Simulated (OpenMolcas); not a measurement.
**S III: effect of the active space**

```yaml
Program: OpenMolcas 26.06
Method: MS-CASPT2 or its RAS form, IPEA 0.25 Eh, imaginary shift 0.1 Eh
Basis: ANO-R2
Scalar_Hamiltonian: X2C, finite nucleus
Spin-orbit_coupling: RASSI with atomic mean-field integrals over the reference wave functions, term energies averaged over their components
```

A. 4 electrons in 4 orbitals (3s 3p); 2S+1 = 3 even, 6 roots; 2S+1 = 1 even, 12 roots; 2S+1 = 5 odd, 1 root; 2S+1 = 3 odd, 9 roots; 2S+1 = 1 odd, 8 roots; closed shells correlated: 2s 2p; CASPT2 step about 2.3 core-seconds
B. 4 electrons in 9 orbitals (RAS2 3s 3p; RAS3 3d, at most 2 electrons); 2S+1 = 3 even, 6 roots; 2S+1 = 1 even, 12 roots; 2S+1 = 5 odd, 1 root; 2S+1 = 3 odd, 8 roots; 2S+1 = 1 odd, 8 roots; closed shells correlated: 2s 2p; CASPT2 step about 17 core-seconds

Energies in cm-1 above 3s2 3p2 3P0, the measured ground level; measured values from NIST levels in Podobedova, Kelleher and Wiese, J. Phys. Chem. Ref. Data 38, 171 (2009).

| Level | A | B | Measured |
| --- | --- | --- | --- |
| 3s2 3p2 3P0 | 0.0 | 0.0 | 0.0 |
| 3s2 3p2 3P1 | 269 | 262 | 299 |
| 3s2 3p2 3P2 | 757 | 741 | 833 |
| 3s2 3p2 1D2 | 11060 | 11730 | 11323 |
| 3s2 3p2 1S0 | 26210 | 28030 | 27161 |
| 3s 3p3 5S* 2 | 54720 | 56800 | 58672 |
| 3s 3p3 3D* 2 | 81440 | 83490 | 84047 |
| 3s 3p3 3D* 1 | 81440 | 83470 | 84019 |
| 3s 3p3 3D* 3 | 81450 | 83520 | 84099 |
| 3s 3p3 3P* 0 | 99960 | 98830 | 98772 |
| 3s 3p3 3P* 1 | 99960 | 98820 | 98766 |
| 3s 3p3 3P* 2 | 99970 | 98790 | 98745 |

Deviations, from unrounded energies. A percentage is the sum of absolute deviations over the sum of measured energies, with the sign that they share, or ± where signs differ.

```csv
Against measurement,Levels,A,B
mean absolute deviation (cm-1),11,1500,470
fine structure of the ground term (%),2,-9.3,-11.4
other terms of the ground configuration (%),2,-3.2,+3.3
other configurations (%),7,±2.5,±0.6
```

B lies closest to measurement on these levels. The largest miss of B in the table is 3s 3p3 5S* 2, by -1900 cm-1. The ranking rests on the paired levels alone, and a cruder setting can come out closer through cancelling errors.

Between A and B the level of the table that moves most is 3s 3p3 5S* 2, by 2100 cm-1 (lowest in A, highest in B). Moves below CASPT2's spread within the term are not significant.

Term energies are means over components that CASPT2 splits; among the terms shown or strongly mixed into the levels shown the widest spread is 750 cm-1 (3s 3p3 3D*, A). Over all roots computed the reference weight is 0.84 to 0.98 in A; the roots of lowest weight are the least certain, and an intruder state may touch them. Terms of s pⁿ other than that of highest spin mix with s² pⁿ⁻² d, which this space lacks; all of them can be thousands of cm-1 off, and some have no real level of that name (holds for A). The run also gave levels led by 3s 3p2 3d, 3s2 3p 3d, which use shells meant for correlation; these and all levels above them are left out (holds for B). Some terms mix strongly with configurations of 3d, whose occupation reaches 0.21 (3s 3p3 3D*, 3s 3p3 3P*) (holds for B). Computed and measured levels are paired by configuration, term and J; levels that our copy of the source lacks, or whose pairing is in doubt (as where it misses far off the trend of its configuration), stay unpaired and out of the deviations. Levels of configurations outside the active space are missing. Levels that lie high or do not pair safely by name in every column are left out.

* marks odd parity.
